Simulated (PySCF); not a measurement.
Bi(Me)2 (C₂H₆Bi), SMILES [Bi+]([CH3])[CH3] (connectivity only; charge and spin as stated), charge +1, multiplicity 1.

Geometry optimised at PBE0-D3(BJ)/def2-SVP. The spin state was assumed, not searched. The isomer is the one that the SMILES or the coordinates give; other isomers of the formula were not compared. The def2 effective core potentials stand for the cores of Bi; spin–orbit coupling is left out.

Calculation: r2SCAN/def2-TZVPD (PySCF).

Symmetry labels are those of the subgroup C2 that the program uses (full group C2).

Computed valence orbital energies around the gap with their symmetry:
```csv
orbital,symmetry,energy (eV)
HOMO−7,B,-22.64
HOMO−6,A,-20.09
HOMO−5,A,-15.47
HOMO−4,B,-15.44
HOMO−3,B,-15.11
HOMO−2,A,-15.05
HOMO−1,B,-12.82
HOMO,A,-12.14
LUMO,B,-9.94
LUMO+1,B,-5.66
LUMO+2,A,-4.95
LUMO+3,A,-3.82
```
